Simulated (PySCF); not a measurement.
## Radial density of Co⁺ (cobalt, charge +1)

UHF, [Ar] 3d7 4p1, one real determinant (an excited configuration). Computed with PySCF 2.14 in aug-cc-pVDZ, with no relativity, point nucleus.

| r (bohr) | 4πr²ρ (e/bohr) | 4πr²(ρα − ρβ) |
| --- | --- | --- |
| 0.000997 | 0.1581 | 0.0000 |
| 0.00168 | 0.4311 | 0.0000 |
| 0.00282 | 1.147 | 0.0000 |
| 0.00474 | 2.924 | 0.0000 |
| 0.00798 | 6.950 | 0.0001 |
| 0.0134 | 14.68 | 0.0003 |
| 0.0226 | 25.48 | 0.0007 |
| 0.0380 | 32.39 | 0.0026 |
| 0.0639 | 27.99 | 0.0112 |
| 0.107 | 27.24 | 0.0505 |
| 0.181 | 36.54 | 0.2477 |
| 0.304 | 21.34 | 1.1072 |
| 0.511 | 16.10 | 2.7300 |
| 0.860 | 15.62 | 2.6620 |
| 1.45 | 3.953 | 1.0376 |
| 2.43 | 0.6766 | 0.4337 |
| 4.09 | 0.2308 | 0.2266 |
| 6.88 | 0.01881 | 0.0188 |
| 11.6 | 1.362e-05 | 0.0000 |

⟨L²⟩ = 13.98 against 20 for a pure G term, so this real determinant mixes terms.
